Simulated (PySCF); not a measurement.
A GIAO shielding run with PySCF 2.14 (density fitting, non-relativistic, gas phase) on SMILES N#C[C@@H]1CC[C@@H](C(F)F)C1, C₇H₉F₂N:

```
{"job": {"kind": "nmr", "xc": "PBE0", "basis": "pcSseg-1"}, "charge": 0, "multiplicity": 1}
N      2.469231    -2.014919    -1.361182
C      2.027942    -1.023345    -1.002569
C      1.458059     0.218551    -0.536410
C      1.270749     0.183119     0.988060
C     -0.029284    -0.605195     1.204193
C     -0.778780    -0.579042    -0.145675
C     -2.226514    -0.134560     0.011435
F     -2.859590    -0.118056    -1.187132
F     -2.304777     1.131264     0.493252
C      0.021595     0.370076    -1.048499
H      2.107329     1.037105    -0.859316
H      1.160176     1.204859     1.351707
H      2.117741    -0.274721     1.497227
H     -0.628607    -0.149398     1.992164
H      0.185391    -1.632643     1.495214
H     -0.801119    -1.578298    -0.589524
H     -2.807519    -0.782201     0.686771
H     -0.306565     1.399312    -0.893411
H     -0.085261     0.122714    -2.103764
```

Hardware: 1 thread of an Arm Neoverse V2, shared host. The job also computes population analyses, field gradients, ring-centre shieldings.

(1) How large is the calculation?

(2) How long does it take?

Results:

(1) 76 electrons, 215 basis functions and 1105 auxiliary functions.

(2) 42 s of wall time, with 14 SCF cycles and 5 response iterations. Times on a shared host scatter by some tens of per cent.
